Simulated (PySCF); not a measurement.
Bonds (- single, = double, # triple, : aromatic): C1=C2 1.343 Å, C2-Al3 1.936 Å, Al3-O4 1.698 Å, O4-C5 1.386 Å. C1 carries H6, H7; C2 carries H8; Al3 carries H9; C5 carries H10, H11, H12. H7 is cis to Al3; H6 is trans to Al3.

Geometry: PBE0-D3(BJ)/def2-SVP; GIAO shifts from PySCF 2.14, gas phase, non-relativistic, averaged over equivalent atoms.

At PBE0/6-31G (63 basis functions, 5 s wall time on 1 thread of an Arm Neoverse V1, shared host):
| atoms | δ (ppm) |
| --- | --- |
| C1 | 143.6 |
| C2 | 138.5 |
| C5 | 52.6 |
| Al3 | 98.1 |
| O4 | 67.7 |
| H6 | 7.05 |
| H7 | 6.90 |
| H8 | 6.78 |
| H9 | 5.70 |
| H10/H11/H12 | 4.17 |

δ = σ(ref) − σ, references computed at the same level: $^{13}$C (σ = 199.54 ppm) and $^{1}$H (σ = 32.61 ppm) vs TMS; $^{27}$Al (σ = 542.60 ppm) vs AlH4-; H2O for $^{17}$O (σ = 318.49 ppm).

Predict the values at B97-D/pcSseg-2 on the same geometry.

Answers


| atoms | δ at B97-D/pcSseg-2 | change |
| --- | --- | --- |
| C1 | 150.5 | +6.9 |
| C2 | 146.5 | +8.0 |
| C5 | 57.1 | +4.5 |
| Al3 | 92.0 | -6.1 |
| O4 | 74.5 | +6.8 |
| H6 | 6.96 | -0.09 |
| H7 | 6.45 | -0.45 |
| H8 | 6.46 | -0.32 |
| H9 | 4.50 | -1.20 |
| H10/H11/H12 | 4.09 | -0.08 |

References, each an isolated molecule treated in the same way: $^{13}$C (σ = 179.03 ppm), $^{1}$H (σ = 31.40 ppm) vs TMS; $^{27}$Al (σ = 493.21 ppm) vs AlH4-; $^{17}$O (σ = 325.20 ppm) vs H2O.

The largest change is at C2 (alkene CH). Cost: 285 basis functions, 45 s wall time on 1 thread of an Arm Neoverse V1, shared host. The order of the carbon signals is the same at both levels.

Experimental scales use liquid or dissolved standards, which lie at an offset from isolated H2O (liquid H2O: subtract about 36 ppm).
